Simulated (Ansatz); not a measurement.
`[GaH2][NH][SiH2]Br` + `[SiH3][GeH3]` → `[GaH2][NH][SiH2][SiH2][GeH3]` + HBr  (formal exchange of groups at the Si–Br bond)

Gas-phase electronic energies from Ansatz, PBE0-D4/def2-TZVP geometries. CBS: MP2 limit from def2 TZ/QZ plus the TZ coupled-cluster correction, frozen cores. DFT in def2-TZVPP. B3LYP here is the variant with VWN-RPA as its local correlation; programs differ in this. For Br, Ga, Ge outer-core shells are correlated without core-valence functions, which leaves a few kJ/mol of doubt a bond. Scalar relativity is left out up to krypton. Each species was taken in one conformer, which may not be the lowest.

`[GaH2][NH][SiH2]Br`:

Cartesian coordinates in Å:
```
Ga 0.245 1.040 1.507
N 0.451 0.454 -0.229
Si -0.454 -0.747 -1.030
Br 0.585 -2.730 -1.072
H -0.967 0.446 2.285
H 1.290 2.085 2.004
H 1.258 0.813 -0.721
H -1.718 -0.949 -0.290
H -0.689 -0.412 -2.454
```

`[SiH3][GeH3]`:

```xyz
8

Si   -0.047   -0.960   -0.719
Ge    0.045    0.942    0.706
H    -0.463   -0.552   -2.088
H    -1.026   -1.947   -0.194
H     1.290   -1.605   -0.797
H     1.062    1.966    0.176
H     0.468    0.532    2.127
H    -1.330    1.624    0.788
```

`[GaH2][NH][SiH2][SiH2][GeH3]`:

Z-matrix (Å, degrees):
```
Si
N 1 1.719
Si 1 2.352 2 107.2
H 1 1.492 2 110.4 3 117.1
H 1 1.493 2 114.5 3 -122.2
Ga 2 1.850 1 125.6 3 29.3
H 2 1.009 1 116.9 3 -140.2
Ge 3 2.384 1 105.6 2 31.7
H 3 1.490 1 112.4 2 148.7
H 3 1.488 1 114.4 2 -87.4
H 6 1.565 2 114.5 1 20.7
H 6 1.560 2 117.5 1 -168.7
H 8 1.537 3 114.8 1 -161.5
H 8 1.565 3 110.1 1 -43.2
H 8 1.538 3 112.2 1 72.8
```

HBr:

```xyz
2

Br    0.622   -0.320    0.123
H    -0.622    0.320   -0.123
```

CCSD(T)/CBS gives +102.9 kJ/mol.

Task: Another level gave +84.4 kJ/mol. Which?
A. revPBE-D4/def2-TZVPP
B. r2SCANh/def2-TZVPP
C. BLYP/def2-TZVPP
D. B3LYP-D4/def2-TZVPP

Result: A. revPBE-D4 84.4, r2SCANh 104.1, BLYP 117.9, B3LYP-D4 99.9 kJ/mol.

Task: What do rigid-rotor, harmonic-oscillator terms from PBE0-D4/def2-TZVP frequencies (298.15 K, 1 bar) make of the CCSD(T)/CBS value? (An estimate is asked.)

Result: Ansatz gave: ΔZPE = -5.9 kJ/mol, ΔH = +99.7 kJ/mol, ΔS = -23 J/(mol·K), ΔG = +106.5 kJ/mol. Modes under 50 cm⁻¹ make the entropy rough.

Largest T1 diagnostic among the species: 0.014.

In def2-TZVPP, CCSD(T) changes the Hartree–Fock value by −45.5 kJ/mol (the triples alone add −5.8 kJ/mol) and MP2 by −36.4 kJ/mol. From r2SCAN to r2SCAN0 (25 % exact exchange), in def2-TZVPP and without D4, ΔE moves by +3.9 kJ/mol.

CCSD(T)/CBS has its own doubt, a few kJ/mol and more with outer-core shells, so smaller differences from it don't rank the levels.
